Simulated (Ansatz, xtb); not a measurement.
Stretching the Si2–O1 bond in H2OSi (SMILES O=[SiH2]) (multiplicity 1 held, fragments rigid). Energies count from the point at 1.519 Å.
Geometry at that point (charge 0, multiplicity 1):
```xyz
4

O      1.001    -0.406    -0.069
Si    -0.404     0.164     0.028
H     -1.618    -0.536    -0.451
H     -0.724     1.486     0.614
```

R- and RO- levels are restricted; in cc, def2 and unpolarised 6-31G sets they are followed outwards from rest. U- levels take the lowest unrestricted solution at each point, which mixes spins at long bonds. Left out are points that failed, MP2 points that dive below the minimum, coupled-cluster points behind a jump of the amplitudes or a sharp parting from full CI or MRCI, small-basis points behind a change of solution, and semi-empirical points at long bonds. Levels need not reach the same state.

Frozen-core correlation.

The values were computed with Ansatz (Gaussian orbitals); xtb for the GFN methods.  The GFN methods have no spin term and hold the electronic entropy of 300 K.

Energies in kJ/mol.

```tsv
R (Å)	GFN2-xTB	U-HF/cc-pV(D+d)Z	R-MP2/cc-pV(D+d)Z	U-MP2/cc-pV(D+d)Z	U-SCS-MP2/cc-pV(D+d)Z
1.216	690	442	512	512	508
1.368	96	67	104	104	102
1.519	0	0	0	0	0
1.671	68	63	30	109	113
1.823	185	135	121	246	245
2.051	375	245	339	401	398
2.279	547	310	571	540	536
2.659	759	342	769	624	617
3.039	876	349	848	645	637
3.495	943	351	886	652	643
4.103	left out	351	902	654	645
4.862	left out	352	906	656	646
```

Doubts at one or more of the structures used: a spin-contaminated determinant (U-HF/cc-pV(D+d)Z, U-MP2/cc-pV(D+d)Z, U-SCS-MP2/cc-pV(D+d)Z); a restricted determinant that unrestricted orbitals would lower (R-MP2/cc-pV(D+d)Z).

Ansatz is a first-principles code.
